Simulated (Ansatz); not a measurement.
Cost and result up the ladder for the cluster Al4As4 (the lowest singlet isomer of a short search) (8 atoms). Total charge 0; singlet. Geometry: PBE0-D4/def2-SVP.

```xyz
8

Al   -0.845   -0.928    1.620
Al    1.506   -1.390   -0.010
Al   -1.506    1.390    0.010
Al    0.845    0.928   -1.620
As   -1.791    1.066    2.271
As   -1.223    1.716   -2.250
As    0.099   -2.924    0.972
As    2.915    0.141   -0.993
```

Ansatz on 4 threads of Arm Neoverse V2 on a shared host. Times are rough, and most runs start from the orbitals of an earlier one. PBE0-D4/def2-TZVPD serves as the yardstick here, not as an exact answer. Differences are given only for rows in sets of like size (and for xTB, whose basis is part of the method), since another set adds its own error. Binding counts from free atoms at the same level (Al doublet, As quartet; other spins of the atoms weren't run), without zero-point energy or a counterpoise term.

The 6-31G sets use Cartesian d functions. B3LYP takes the VWN-RPA correlation. Correlated methods freeze 56 core orbitals; core or outer-core shells of As are correlated, in sets that lack core-valence functions. The rows differ in basis, and correlated rows in double-zeta sets carry the largest basis error. The structure comes from a short search, and lower isomers may exist.

Correlated methods converge slowly with the basis, most of all in double-zeta sets.

```tsv
level	functions	binding energy per atom (eV)	difference from PBE0-D4/def2-TZVPD (eV)
PBE-D4/def2-TZVPD	388	2.83	0.11
PBE0-D4/def2-TZVPD	388	2.72	0.00
B3LYP-D4/6-31G	168	2.19	–
PBE0-D4/def2-SVP	200	2.69	–
HF/6-31G	168	0.74	–
PBE-D4/def2-TZVP (with forces)	340	2.82	0.11
MP2/def2-SVP	200	2.41	–
PBE0-D4/def2-TZVP	340	2.71	0.00
PBE-D4/def2-SVP	200	2.81	–
RPA@PBE/def2-SVP	200	2.19	–
LDA (SPW92)/def2-TZVP	340	3.29	0.57
r2SCAN-D4/def2-TZVP	340	2.79	0.07
```

Q: Estimate how long each takes.

A: HF/6-31G 3.5 s; PBE-D4/def2-SVP 4 s; LDA (SPW92)/def2-TZVP 4.8 s; B3LYP-D4/6-31G 6 s; MP2/def2-SVP 8 s; PBE0-D4/def2-SVP 8.5 s; PBE-D4/def2-TZVP (with forces) 11 s; RPA@PBE/def2-SVP 11 s; PBE-D4/def2-TZVPD 12 s; r2SCAN-D4/def2-TZVP 19 s; PBE0-D4/def2-TZVP 27 s; PBE0-D4/def2-TZVPD 29 s. On shared hardware such times vary by a factor of up to 3.
